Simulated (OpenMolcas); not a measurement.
# What dynamic correlation does to the levels of Nb

```
Program             : OpenMolcas 26.06
Basis               : ANO-R3 [8s6p6d3f2g1h]
Scalar Hamiltonian  : X2C, finite nucleus
Active space        : 5 electrons in 6 orbitals (4d 5s)
State averaging     : 2S+1 = 6 even, 6 roots; 2S+1 = 4 even, 69 roots kept (CI in the orbitals of an earlier block); 2S+1 = 2 even, 98 roots kept (CI in the orbitals of an earlier block)
Spin-orbit coupling : state interaction with AMFI integrals over the reference wave functions, term energies averaged over their components
```

Methods on the same reference wave functions:
A. CASSCF
B. SS-CASPT2, IPEA 0.25 Eh, imaginary shift 0.1 Eh (closed shells correlated: 4s 4p)
C. MS-CASPT2, IPEA 0.25 Eh, imaginary shift 0.1 Eh (closed shells correlated: 4s 4p)

Energies in cm⁻¹ above 4d⁴ 5s ⁶D_1/2, the measured ground level; measured values from NIST Handbook of Basic Atomic Spectroscopic Data.

| Level | A | B | C | Measured |
| --- | --- | --- | --- | --- |
| 4d⁴ 5s ⁶D_1/2 | 0.0 | 0.0 | 0.0 | 0.0 |
| 4d⁴ 5s ⁶D_3/2 | 141 | 158 | 150 | 154 |
| 4d⁴ 5s ⁶D_5/2 | 367 | 395 | 388 | 392 |
| 4d⁴ 5s ⁶D_7/2 [60 %] | 665 | 684 | 732 | 695 |
| 4d⁴ 5s ⁶D_9/2 | 1024 | 1000 | 1003 | 1050 |
| 4d³ 5s² ⁴F_3/2 | 9773 | 1964 | -183 | 1143 |
| 4d³ 5s² ⁴F_5/2 | 10071 | 2270 | 175 | 1587 |
| 4d³ 5s² ⁴F_7/2 [53 %] | 10455 | 2670 | 613 |  |
| 4d⁴ 5s ⁴P_1/2(1) | 10629 | 5810 | 4490 |  |
| 4d³ 5s² ⁴F_9/2 [71 %] | 10896 | 3140 | 1273 | 2805 |
| 4d⁴ 5s ⁴P_3/2(1) | 11038 | 6180 | 4720 |  |
| 4d⁴ 5s ⁴P_5/2(1) | 11719 | 6870 | 5200 |  |
| 4d⁴ 5s ⁴D_1/2(1) | 14261 | 7570 | 7500 |  |
| 4d⁴ 5s ⁴D_3/2(1) | 14494 | 7850 | 7760 |  |
| 4d⁴ 5s ⁴D_5/2(1) | 14821 | 8190 | 8100 |  |
| 4d⁴ 5s ⁴H_7/2 [73 %] | 14963 | 11740 | 11740 |  |
| 4d⁴ 5s ⁴H_9/2 | 15096 | 11860 | 11840 |  |
| 4d⁴ 5s ⁴D_7/2(1) | 15232 | 8580 | 8510 |  |
| 4d⁴ 5s ⁴H_11/2 | 15274 | 12030 | 12010 |  |
| 4d⁴ 5s ⁴H_13/2 | 15505 | 12280 | 12260 |  |
| 4d⁵ ⁶S_5/2 | 16464 | 11950 | 11920 |  |
| 4d⁴ 5s ⁴G_5/2 | 17161 | 13410 | 13110 |  |
| 4d⁴ 5s ⁴G_7/2 [66 %] | 17312 | 13670 | 13230 |  |
| 4d³ 5s² ²G_7/2 | 18458 | 10190 | 10170 |  |

C puts 4d³ 5s² ⁴F_3/2 lowest.

Deviations, from unrounded energies. A percentage is the sum of absolute deviations over the sum of measured energies, with the sign that they share, or ± where signs differ.

```json
{"Against measurement": "mean absolute deviation (cm-1)", "Levels": "7", "A": "3600", "B": "270", "C": "620"}
{"Against measurement": "fine structure of the ground term (%)", "Levels": "4", "A": "-4.2", "B": "±3.0", "C": "±4.0"}
{"Against measurement": "other configurations (%)", "Levels": "3", "A": "+455.4", "B": "+33.3", "C": "-77.1"}
```

B lies closest to measurement on these levels and A furthest from it. The largest miss of B in the table is 4d³ 5s² ⁴F_3/2, by +820 cm-1. The ranking rests on the paired levels alone, and a cruder setting can come out closer through cancelling errors.

Between B and C the level of the table that moves most is 4d³ 5s² ⁴F_3/2, by 2100 cm-1 (lowest in C, highest in B). Moves below CASPT2's spread within the term are not significant.

The mean deviations of B to C differ by less than CASPT2's widest spread within a term (1600 cm-1), so their order carries little weight.

From A to B the spin-free energies of the other terms of 4d⁴ 5s shown, above ⁶D, scale by factors of 0.53 to 0.78.

The lowest spin-free term lies below A's lowest term by 0.397 hartree in B, 0.397 hartree in C.

CASPT2 does not keep the components of a term degenerate, so their means are used; among the terms shown or strongly mixed into the levels shown the widest spread is 1600 cm-1 (4d³ 5s² ⁴F, C). Over all roots computed the reference weight is 0.85 to 0.90 in B, 0.85 to 0.90 in C; the roots of lowest weight are the least certain, and an intruder state may touch them. Terms from blocks run as CI alone lack orbitals of their own. Configurations are named by rounded mean occupations; where the s occupation lies near a half they are strongly mixed, a name can repeat and a true partner stay unpaired. A single d shell beside an s shell can misplace configurations of different d count against each other. The CASPT2 spread within a term exceeds the gap to the next term for 4d⁴ 5s ⁴F(1) and 4d⁴ 5s ⁴H, so the order of their levels is uncertain, and so are names and mixing where such terms share a J (figures for B; the like holds for C). Without dynamic correlation excited terms often stand tens of per cent too high (terms of higher spin than the ground term too low), and those without a measured partner can miss by more than the paired ones (holds for A). Blocks of more than 70 roots (2S+1 = 2 even) ran without multistate coupling (holds for C). Some levels mix across a computed gap that differs much from the measured one, so their mixing is not that of the real levels (holds for C). The lowest computed level is not the ground level that NIST lists (6D1/2) (holds for C). Computed and measured levels are paired by configuration, term and J; levels that our copy of the source lacks, or whose pairing is in doubt (as where it misses far off the trend of its configuration), stay unpaired and out of the deviations. Levels of configurations outside the active space are missing. Levels that lie high or do not pair safely by name in every column are left out.

A share in square brackets marks a mixed level and gives the weight of the term that names it, the lowest over the columns. A number in round brackets counts repeated terms of one configuration in the order of the reference energies.
